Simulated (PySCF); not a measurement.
First SCF of a structure search on triplet CoOCl, at a hand-made bent geometry. PySCF input:

```python
from pyscf import gto, scf, dft
mol = gto.M(atom='''
Co     0.000000     0.000000     0.000000
O     -1.310600     0.000000     0.917700
Cl     1.720200     0.000000     1.204500''',
    basis={'Co': 'def2-TZVP', 'O': 'def2-TZVP', 'Cl': 'def2-TZVP'},
    charge=0, spin=2)
mf = dft.UKS(mol, xc='PBE0')
mf.grids.atom_grid = (50, 194)
aux = {'Co': 'def2-universal-JKFIT', 'O': 'def2-universal-JKFIT', 'Cl': 'def2-universal-JKFIT'}
mf = mf.density_fit(auxbasis=aux)
mf.conv_tol = 1e-08
mf.diis_space = 10
mf.max_cycle = 60
mf.init_guess = 'minao'
mf.verbose = 4
mf.kernel()
```

Excerpt of the output (cycles alone); where DIIS stalls, ADIIS, DIIS with a small level shift and a second-order solver take over in turn:

```
init E= -1916.85014081672
cycle= 1 E= -1901.17476302229  delta_E= 15.7  |g|=  5.7  |ddm|= 6.66
cycle= 2 E= -1848.45956067022  delta_E= 52.7  |g|= 13.8  |ddm|= 11.9
cycle= 3 E= -1896.62864679472  delta_E= -48.2  |g|= 9.36  |ddm|= 7.29
cycle= 4 E= -1902.08324400994  delta_E= -5.45  |g|= 7.87  |ddm|= 1.54
cycle= 5 E= -1905.02615408601  delta_E= -2.94  |g|=  6.4  |ddm|=  3.7
cycle= 6 E= -1908.37100318938  delta_E= -3.34  |g|= 5.48  |ddm|= 3.02
cycle= 7 E= -1910.07622168945  delta_E= -1.71  |g|= 5.12  |ddm|= 1.91
cycle= 8 E= -1912.64280077038  delta_E= -2.57  |g|= 4.27  |ddm|= 1.02
cycle= 9 E= -1912.28686252967  delta_E= 0.356  |g|= 4.06  |ddm|= 1.34
cycle= 10 E= -1915.58480095709  delta_E= -3.3  |g|= 2.98  |ddm|= 1.33
cycle= 11 E= -1915.23454519573  delta_E= 0.35  |g|= 3.06  |ddm|= 0.492
cycle= 12 E= -1899.77109720574  delta_E= 15.5  |g|= 5.73  |ddm|= 8.78
cycle= 13 E= -1914.93406565017  delta_E= -15.2  |g|=  3.3  |ddm|= 8.82
... 38 lines left out ...
cycle= 52 E= -1917.73987269854  delta_E= -6.47e-08  |g|= 0.00047  |ddm|= 0.000496
cycle= 53 E= -1917.73987266912  delta_E= 2.94e-08  |g|= 0.000469  |ddm|= 0.000249
cycle= 54 E= -1917.73987250664  delta_E= 1.62e-07  |g|= 0.00047  |ddm|= 0.000437
cycle= 55 E= -1917.73987268017  delta_E= -1.74e-07  |g|= 0.000466  |ddm|= 0.0012
cycle= 56 E= -1917.73987358311  delta_E= -9.03e-07  |g|= 0.00047  |ddm|= 0.00308
cycle= 57 E= -1917.7398742351  delta_E= -6.52e-07  |g|= 0.000469  |ddm|= 0.00121
cycle= 58 E= -1917.73987399787  delta_E= 2.37e-07  |g|= 0.000467  |ddm|= 0.000449
cycle= 59 E= -1917.73987326508  delta_E= 7.33e-07  |g|= 0.000453  |ddm|= 0.0016
cycle= 60 E= -1917.73986961841  delta_E= 3.65e-06  |g|= 0.000394  |ddm|= 0.00504
SCF not converged.
init E= -1916.85014081672
cycle= 1 E= -1901.17476302229  delta_E= 15.7  |g|=  5.7  |ddm|= 6.66
cycle= 2 E= -1848.45956067022  delta_E= 52.7  |g|= 13.8  |ddm|= 11.9
cycle= 3 E= -1909.3106239335  delta_E= -60.9  |g|= 6.02  |ddm|= 9.08
cycle= 4 E= -1917.07756628179  delta_E= -7.77  |g|=  1.4  |ddm|= 2.16
cycle= 5 E= -1911.2067749996  delta_E= 5.87  |g|= 3.65  |ddm|= 2.36
cycle= 6 E= -1917.40126802831  delta_E= -6.19  |g|= 0.961  |ddm|= 1.78
cycle= 7 E= -1917.66748822007  delta_E= -0.266  |g|= 0.443  |ddm|=  0.7
cycle= 8 E= -1917.33194154022  delta_E= 0.336  |g|= 1.27  |ddm|= 0.539
cycle= 9 E= -1917.70089354398  delta_E= -0.369  |g|= 0.294  |ddm|= 0.356
cycle= 10 E= -1917.67523155927  delta_E= 0.0257  |g|= 0.533  |ddm|= 0.31
cycle= 11 E= -1917.73477958206  delta_E= -0.0595  |g|= 0.134  |ddm|= 0.194
cycle= 12 E= -1917.699332161  delta_E= 0.0354  |g|= 0.392  |ddm|= 0.166
cycle= 13 E= -1917.73636133462  delta_E= -0.037  |g|= 0.129  |ddm|= 0.0898
cycle= 14 E= -1917.73928399385  delta_E= -0.00292  |g|= 0.079  |ddm|= 0.0597
cycle= 15 E= -1917.74042829185  delta_E= -0.00114  |g|= 0.051  |ddm|= 0.0485
cycle= 16 E= -1917.74085760519  delta_E= -0.000429  |g|= 0.0451  |ddm|= 0.0455
cycle= 17 E= -1917.7414867378  delta_E= -0.000629  |g|= 0.0263  |ddm|= 0.0391
cycle= 18 E= -1917.74161285371  delta_E= -0.000126  |g|= 0.0408  |ddm|= 0.0434
cycle= 19 E= -1917.74198420803  delta_E= -0.000371  |g|= 0.0403  |ddm|= 0.0388
cycle= 20 E= -1917.74086262019  delta_E= 0.00112  |g|= 0.0905  |ddm|= 0.0464
SCF not converged.
init E= -1917.74086262019
cycle= 1 E= -1917.70516607804  delta_E= 0.0357  |g|= 0.413  |ddm|= 0.137
cycle= 2 E= -1917.20661271443  delta_E= 0.499  |g|=  1.5  |ddm|= 0.547
cycle= 3 E= -1917.72021903476  delta_E= -0.514  |g|= 0.281  |ddm|= 0.352
cycle= 4 E= -1917.74341008075  delta_E= -0.0232  |g|= 0.0285  |ddm|= 0.106
cycle= 5 E= -1917.74354966744  delta_E= -0.00014  |g|= 0.038  |ddm|= 0.0215
cycle= 6 E= -1917.744119833  delta_E= -0.00057  |g|= 0.0125  |ddm|= 0.0213
cycle= 7 E= -1917.74447735329  delta_E= -0.000358  |g|= 0.00779  |ddm|= 0.0247
cycle= 8 E= -1917.74487458035  delta_E= -0.000397  |g|= 0.01  |ddm|= 0.0317
cycle= 9 E= -1917.74552460662  delta_E= -0.00065  |g|= 0.00544  |ddm|= 0.0571
cycle= 10 E= -1917.74569772837  delta_E= -0.000173  |g|= 0.00554  |ddm|= 0.0181
cycle= 11 E= -1917.74610659404  delta_E= -0.000409  |g|= 0.00529  |ddm|= 0.0544
cycle= 12 E= -1917.74625054035  delta_E= -0.000144  |g|= 0.00293  |ddm|= 0.0222
cycle= 13 E= -1917.74637363445  delta_E= -0.000123  |g|= 0.00251  |ddm|= 0.0249
cycle= 14 E= -1917.74648352219  delta_E= -0.00011  |g|= 0.00308  |ddm|= 0.0272
cycle= 15 E= -1917.74653967395  delta_E= -5.62e-05  |g|= 0.00242  |ddm|= 0.0173
cycle= 16 E= -1917.74657719019  delta_E= -3.75e-05  |g|= 0.00164  |ddm|= 0.0111
cycle= 17 E= -1917.74661571728  delta_E= -3.85e-05  |g|= 0.00159  |ddm|= 0.0127
cycle= 18 E= -1917.74665500976  delta_E= -3.93e-05  |g|= 0.00146  |ddm|= 0.0122
cycle= 19 E= -1917.74668497061  delta_E= -3e-05  |g|= 0.00144  |ddm|= 0.00946
cycle= 20 E= -1917.74672417689  delta_E= -3.92e-05  |g|= 0.00139  |ddm|= 0.0124
cycle= 21 E= -1917.7467820316  delta_E= -5.79e-05  |g|= 0.00151  |ddm|= 0.0188
cycle= 22 E= -1917.74679023382  delta_E= -8.2e-06  |g|= 0.0015  |ddm|= 0.00316
cycle= 23 E= -1917.74690691313  delta_E= -0.000117  |g|= 0.00331  |ddm|= 0.043
cycle= 24 E= -1917.74698251908  delta_E= -7.56e-05  |g|= 0.00272  |ddm|= 0.0317
cycle= 25 E= -1917.74701245354  delta_E= -2.99e-05  |g|= 0.00113  |ddm|= 0.0135
cycle= 26 E= -1917.74705655886  delta_E= -4.41e-05  |g|= 0.00248  |ddm|= 0.0283
cycle= 27 E= -1917.7470789049  delta_E= -2.23e-05  |g|= 0.00182  |ddm|= 0.0186
cycle= 28 E= -1917.74708902369  delta_E= -1.01e-05  |g|= 0.00126  |ddm|= 0.0113
cycle= 29 E= -1917.74709327447  delta_E= -4.25e-06  |g|= 0.00073  |ddm|= 0.00558
cycle= 30 E= -1917.74709708086  delta_E= -3.81e-06  |g|= 0.000771  |ddm|= 0.00837
SCF not converged.
macro= 0  E= -1917.74710325246  delta_E= -6.1716e-06  |g|= 4.6492e-05  3 KF 17 JK
macro= 1  E= -1917.74710325246  delta_E= 1.36424e-12  |g|= 1.78094e-05  1 KF 2 JK
macro X = 2  E=-1917.74710325246  |g|= 1.78094e-05  total 5 KF 22 JK
converged SCF energy = -1917.74710325246  <S^2> = 2.4602024  2S+1 = 3.2925385
```

No lower solution of this spin was found from smeared starts or by a stability analysis within the unrestricted form.

Other spin states or occupations of the open shell can lie lower.

The search for the lowest solution, 3 starts and the stability check together, took 28 s on 4 threads of a shared Arm Neoverse V1 host, with 113 basis functions; the process peaked at 0.43 GiB. Launch command: `OMP_NUM_THREADS=4 python axn.py task.json out`.
